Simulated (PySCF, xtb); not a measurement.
Cl₂H₂O₂Sn, SMILES [OH][Sn]([Cl])([Cl])[OH].

GFN2-xTB run with xtb at its own geometry gives an orbital gap of 3.57 eV and a dipole moment of 1.76 D.

The structure is a stationary point at B3LYP-D3(BJ)/def2-SVP. A frequency run showed that this geometry is not a minimum. The structure was generated by enumeration; whether it is a known compound was not checked. The def2 effective core potentials stand for the cores of Sn; spin–orbit coupling is left out. Other conformers were not sampled.

Task: What does PBE/def2-TZVP in PySCF give? (An estimate is asked for; the answer gives what the named calculation found.)

Result: gap 4.01 eV (levels -7.78 and -3.78 eV), dipole 1.89 D.
